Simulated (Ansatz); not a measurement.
Molecule: Ge₅H₁₂ (charge 0, singlet). 
Geometry from a B3LYP-D3(BJ)/def2-TZVP (Ansatz, a quantum-chemistry and plane-wave program) optimisation:
SMILES: [GeH2]([GeH2][GeH2][GeH3])[GeH3]
```xyz
17

Ge     3.0687     0.3148    -1.0864
Ge     2.0603     0.9163     1.0503
Ge    -0.0739    -0.2427     1.2976
Ge    -1.4308     0.0559    -0.7082
Ge    -3.6079    -1.0224    -0.5041
H      4.4703     0.9319    -1.2417
H      2.1786     0.8154    -2.2376
H      3.1897    -1.2158    -1.1975
H      3.0145     0.5623     2.2093
H      1.8155     2.4385     1.0887
H     -0.8444     0.2728     2.5306
H      0.1836    -1.7496     1.5041
H     -1.6160     1.5639    -0.9748
H     -0.6677    -0.5329    -1.9125
H     -4.3748    -0.4274     0.6904
H     -4.4520    -0.8295    -1.7772
H     -3.4210    -2.5308    -0.2606
```
Charge 0, spin multiplicity 1.

Property: atomisation energy (electronic, to ground-state atoms), in kcal/mol. Cores are frozen in the correlated levels unless marked. UHF or UKS for open shells. Spin-orbit coupling is left out. Frozen are the shells of the preceding noble gas and the d and f shells that filled before the atom's block. Non-relativistic. The coupled-cluster limit lacks core correlation, which all-electron functionals hold. CBS marks a two-point X^-3 extrapolation of the correlation energy; Hartree-Fock from the larger set.

```tsv
level	program	atomisation energy (kcal/mol)
B3LYP-D3(BJ)/def2-TZVPD	Ansatz + dftd3	1054.8
B2GP-PLYP/def2-TZVPD	Ansatz	1025.3
```

Q: Estimate the value at CCSD(T)/CBS(cc-pVTZ,cc-pVQZ) as computed with Ansatz.

A: 1053.8 kcal/mol, so B2GP-PLYP/def2-TZVPD differs from it by -28.5 kcal/mol.
